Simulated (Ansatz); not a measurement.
Energy profile

The step: CH₄Zn ([CH3][ZnH]) + H₂O → CH₄OZn ([CH3][Zn][OH]) + H₂; bonds formed: Zn1–O5, H2–H4; bonds broken: Zn1–H2, H4–O5 (atoms numbered as in the saddle structure below).

```tsv
atom	x (Å)	y (Å)	z (Å)
Zn1	-0.0561	-0.1388	-0.2109
H2	0.1357	-0.7692	-1.9623
C3	-0.4032	1.5128	0.7472
H4	0.3358	-1.5475	-1.3609
O5	0.3082	-2.0845	-0.2028
H6	-1.3323	1.4298	1.3153
H7	-0.4938	2.3520	0.0559
H8	0.4057	1.7271	1.4489
H9	1.1001	-2.4817	0.1698
```

Electronic energies by CCSD(T) at an estimated basis limit (MP2 extrapolated from triple and quadruple zeta, plus CCSD(T) − MP2 in triple zeta), on PBE0-D4/def2-TZVP structures; CH$_{6}$OZn, singlet; no counterpoise correction. Ansatz 0.2.0; basis: def2-TZVPP and def2-QZVPP; cores frozen in the correlated methods. The 3s and 3p shells of Cu and Zn are frozen; filled d shells are correlated. Extrapolation: Hartree–Fock as exp(−7.88 √X), correlation as X^−2.97.

Task: Give the profile in kcal/mol, counted from the separated reactants. (To be estimated.)

Result: The calculation gives:
| point | kcal/mol |
| --- | --- |
| separated: CH$_{4}$Zn (linked as [CH3][ZnH]; Zn1, H2, C3, H6, H7, H8; singlet) + H$_{2}$O (H4, O5, H9; singlet) | 0.00 |
| start structure | -6.53 |
| saddle | 17.64 |
| end structure | -9.31 |
| separated: CH$_{4}$OZn (linked as [CH3][Zn][OH]; Zn1, C3, O5, H6, H7, H8, H9; singlet) + H$_{2}$ (H2, H4; singlet) | -8.07 |

T1 diagnostic: at most 0.016.

The step is the kind of ligand exchange by which a precursor binds to a hydroxyl group, or is hydrolysed, in atomic layer deposition of oxides.

For scale, one of the runs: CCSD(T)/def2-TZVPP, 210 basis functions, launched by `ansatz run in.yaml --threads 4 --pin off --events-out ev --progress --plain --max-ram 9574MiB`. Time: 66 s of wall clock on 4 CPU threads of an Arm Neoverse V1; the host was shared. Peak host memory: 2.9 GiB.
